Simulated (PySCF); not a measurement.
Compound: C2H7NOSi.
SMILES with atom numbers: `[CH3:1][O:2]/[CH:3]=[N:4]/[SiH3:5]` (hydrogens: H6, H7, H8 on C1; H9 on C3; H10, H11, H12 on Si5)

The same species was optimised twice, with GFN2-xTB and with PBE0-D3(BJ)/def2-SVP (PySCF), and the same property calculations (PySCF, gas phase) were run on both structures.

| coordinate | GFN2-xTB | PBE0-D3(BJ)/def2-SVP | change |
| --- | --- | --- | --- |
| Si5–H11 (Å) | 1.468 | 1.504 | +0.036 |
| Si5–H12 (Å) | 1.461 | 1.492 | +0.031 |
| Si5–H10 (Å) | 1.461 | 1.493 | +0.032 |
| N4–Si5 (Å) | 1.714 | 1.737 | +0.023 |
| C3=N4 (Å) | 1.250 | 1.262 | +0.012 |
| C3–H9 (Å) | 1.097 | 1.107 | +0.010 |
| C1–H6 (Å) | 1.087 | 1.096 | +0.009 |
| C1–H7 (Å) | 1.092 | 1.100 | +0.008 |
| C1–H8 (Å) | 1.092 | 1.100 | +0.008 |
| C1–O2 (Å) | 1.419 | 1.416 | -0.003 |
| O2–C3 (Å) | 1.327 | 1.328 | +0.001 |
| C3–N4–Si5 (°) | 133.2 | 125.9 | -7.3 |
| N4–Si5–H12 (°) | 104.1 | 109.3 | +5.2 |
| N4–Si5–H10 (°) | 104.1 | 109.3 | +5.2 |
| H10–Si5–H12 (°) | 112.5 | 108.6 | -3.9 |
| N4–Si5–H11 (°) | 115.9 | 112.4 | -3.5 |
| H11–Si5–H12 (°) | 110.1 | 108.6 | -1.5 |
| H10–Si5–H11 (°) | 110.0 | 108.6 | -1.4 |
| O2–C1–H7 (°) | 110.2 | 110.8 | +0.6 |
| C1–O2–C3–N4 (°) | 0 | 0 | 0 |

Rotational constants: A = 14154, B = 1821, C = 1662 MHz (GFN2-xTB) against A = 14813, B = 1786, C = 1641 MHz (PBE0-D3(BJ)/def2-SVP).

On the GFN2-xTB structure: isotropic polarisability (au) 64.8 [CAM-B3LYP/def2-SVPD]; HOMO (eV) -8.86 [CAM-B3LYP/def2-SVPD]; LUMO (eV) 1.17 [CAM-B3LYP/def2-SVPD]; dipole (D) 0.64 [CAM-B3LYP/def2-SVPD]; HOMO (eV) -7.40 [PBE0/pcSseg-1]; LUMO (eV) 0.24 [PBE0/pcSseg-1]; dipole (D) 0.65 [PBE0/pcSseg-1]; GIAO shielding of C1 (ppm) 132.8 [PBE0/pcSseg-1]; GIAO shielding of O2 (ppm) 157.1 [PBE0/pcSseg-1]; GIAO shielding of C3 (ppm) 25.6 [PBE0/pcSseg-1]; GIAO shielding of N4 (ppm) 21.1 [PBE0/pcSseg-1]; GIAO shielding of Si5 (ppm) 411.7 [PBE0/pcSseg-1].

Question: What do these properties become on the PBE0-D3(BJ)/def2-SVP structure?

Answer: 
```tsv
property	level	on GFN2-xTB	on PBE0-D3(BJ)/def2-SVP	change
isotropic polarisability (au)	CAM-B3LYP/def2-SVPD	64.8	66.2	+1.4
HOMO (eV)	CAM-B3LYP/def2-SVPD	-8.86	-9.02	-0.16
LUMO (eV)	CAM-B3LYP/def2-SVPD	1.17	1.08	-0.09
dipole (D)	CAM-B3LYP/def2-SVPD	0.64	0.90	+0.26
energy, GFN2-xTB geometry as zero (kcal/mol)	CAM-B3LYP/def2-SVPD	0.0	-1.8	-1.8
HOMO (eV)	PBE0/pcSseg-1	-7.40	-7.56	-0.16
LUMO (eV)	PBE0/pcSseg-1	0.24	0.07	-0.17
dipole (D)	PBE0/pcSseg-1	0.65	0.95	+0.30
energy, GFN2-xTB geometry as zero (kcal/mol)	PBE0/pcSseg-1	0.0	-1.7	-1.7
GIAO shielding of C1 (ppm)	PBE0/pcSseg-1	132.8	131.7	-1.1
GIAO shielding of O2 (ppm)	PBE0/pcSseg-1	157.1	154.3	-2.8
GIAO shielding of C3 (ppm)	PBE0/pcSseg-1	25.6	20.2	-5.4
GIAO shielding of N4 (ppm)	PBE0/pcSseg-1	21.1	18.4	-2.7
GIAO shielding of Si5 (ppm)	PBE0/pcSseg-1	411.7	405.2	-6.5
```

The heavy atoms differ by 0.062 Å rms after alignment. Among all bonds Si5–H11 changes most (+0.036 Å). Changes are differences of the printed values. Neither structure is proved a minimum here.

Conformer computed: `[CH3:1][O:2]/[CH:3]=[N:4]/[SiH3:5]`: C1–O2–C3–N4 0°.
